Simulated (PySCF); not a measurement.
Electron correlation in Cr (chromium, neutral)

[Ar] 3d4 4s2, high-spin 5D determinant (an excited configuration). Computed with PySCF 2.14 in x2c-QZVPPall with one added diffuse shell each of s, p, d, f, g type (12s8p6d4f3g, 121 functions), with the spin-free X2C one-electron Hamiltonian (Gaussian nucleus). Frozen: [Ne]; 14 electrons correlated.

MP2 pair energies summed by pair of shells (mhartree):

```tsv
pair	energy	share (%)
3p-3d	-145.14	34.4
3p-3p	-95.71	22.7
3d-3d	-45.40	10.8
3s-3p	-35.35	8.4
3s-3d	-26.19	6.2
3d-4s	-25.85	6.1
4s-4s	-22.32	5.3
3p-4s	-18.44	4.4
3s-3s	-5.79	1.4
3s-4s	-1.27	0.3
```

Total MP2 correlation energy: -421.45 mhartree.

Same-spin part -140.25 and opposite-spin part -281.20 mhartree; SCS-MP2 scales them by 1/3 and 6/5 to -384.19 mhartree.

This basis was not built for core-valence correlation, so the inner-shell part is incomplete.
